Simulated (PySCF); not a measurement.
# Spin states of KLi⁺

Unrestricted PBE0; K aug-pcseg-1, Li aug-pcseg-1; no relativity (PySCF 2.14). Outer shells of the fragments: K+ closed shells only; Li 2s1.

Followed along the bond (rough minima from three points):

| 2Ms+1 | unpaired | ⟨S²⟩ at the start | R at minimum (Å) | Te (eV) |
| --- | --- | --- | --- | --- |
| 2 | σ ↑ | 0.75 | 3.88 | 0.00 |

Solutions found at the starting distance of 3.330 Å, counted from the lowest of them; the search is not exhaustive and high or unbound solutions are not listed, so other states can lie among these:

| 2Ms+1 | unpaired | term | E (eV) | ⟨S²⟩ | ⟨Lz²⟩ | μ (D) |
| --- | --- | --- | --- | --- | --- | --- |
| 2 | σ ↑ | ²Σ⁺ | 0.00 | 0.75 | 0.00 | 3.12 |
| 2 | π ↑ | ²Π | 2.29 | 0.75 | 1.00 | 1.17 |
| 2 | δ ↑ | ²Δ | 4.96 | 0.75 | 4.00 | 13.21 |

A term symbol is given only where ⟨S²⟩ and ⟨Lz²⟩ are close to those of a pure state; real π, δ and φ orbitals otherwise mix terms. A positive dipole points towards Li; it is taken about the centre of mass and depends on that origin.

Counting both spins, an empty level lies below a filled one in some of these solutions, because spin and occupation are held.
